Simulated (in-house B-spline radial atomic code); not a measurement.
Configurations of Bi, with energies counted from [Xe] 4f14 5d10 6s2 6p3. All numbers are computed (Dirac-Hartree-Fock, average of configuration; Fermi nucleus of rms radius 5.5211 fm) with a radial B-spline atomic code at the basis-set limit, not measured. Energies include first-order Breit, QED and recoil terms.

Occupations are held fixed; configurations that lie above the ionisation limit could autoionise.

```csv
configuration,E - E(ref) (eV),highest orbital,its <r> (bohr)
[Xe] 4f14 5d10 6s2 6p2 8s1,5.9949,8s1/2,15.24
[Xe] 4f14 5d10 6s2 6p2 8d1,6.7845,8d5/2,32.97
[Xe] 4f14 5d10 6s2 6p2 7f1,6.9726,7f5/2,47.86
[Xe] 4f14 5d10 6s2 6p2 8f1,7.0731,8f5/2,67.34
[Xe] 4f14 5d10 6s1 6p3 8d1,17.171,8d5/2,32.27
[Xe] 4f14 5d9 6s2 6p3 7s1,29.398,7s1/2,6.806
[Kr] 4d9 4f14 5s2 5p6 5d10 6s2 6p3 10s1,461.06,10s1/2,39.71
```

Task: Order these further configurations by energy, lowest first.
A. [Kr] 4d9 4f14 5s2 5p6 5d10 6s2 6p3 7f1
B. [Xe] 4f14 5d10 6s1 6p3 6g1
C. [Xe] 4f14 5d10 6s1 6p3 9d1
D. [Xe] 4f13 5d10 6s2 6p3 10d1
E. [Xe] 4f14 5d9 6s2 6p3 6f1

Result: C (17.351 eV), B (17.371 eV), E (31.966 eV), D (165.81 eV), A (461.2 eV).

Task: How far above the reference does [Xe] 4f14 5d9 6s2 6p3 7f1 lie?

Result: 32.133 eV; its least bound orbital is 7f5/2 with <r> = 47.85 bohr.

Task: How far above the reference does [Xe] 4f14 5d10 6s2 6p2 10d1 lie?

Result: 7.0653 eV; its least bound orbital is 10d5/2 with <r> = 68.38 bohr.
